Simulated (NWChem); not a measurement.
# MgNH$_{3}$O; SMILES [Mg]([NH2])[OH]

```xyz
6

Mg    -0.3973     0.1480    -0.0010
O     -0.2972     1.9122    -0.0005
H     -0.4368     2.8525     0.0027
N     -0.4489    -1.7383    -0.0018
H     -0.4570    -2.3433    -0.8177
H     -0.4737    -2.3425     0.8144
```
Atoms are numbered in this order, from 1.

All runs: NWChem. STO-3G and 3-21G are far too small for this property and stand as cheap habits. All runs use the structure optimised with PBE0/def2-SVP. GIAO values for the isolated, static molecule; σ is the absolute isotropic shielding, δ = σ(reference) − σ with the isolated reference molecule computed at the same levels (1H: tetramethylsilane, 15N: ammonia, 17O: water).

```tsv
level	σ Mg1 (ppm)	δ O2 (ppm)	δ H3 (ppm)	δ N4 (ppm)	δ H5 (ppm)
PBE0/pcSseg-1	514.2	-57.0	-0.50	-48.1	-2.04
Hartree-Fock/STO-3G	534.6	-79.4	-4.27	-33.8	-3.01
LDA (Slater exchange, VWN5)/pcSseg-1	487.6	-48.5	-0.39	-45.4	-2.06
BHandHLYP/pcSseg-1	519.0	-58.6	-0.14	-49.5	-1.88
KT2/pcSseg-1	514.0	-58.8	-0.75	-49.7	-2.25
```
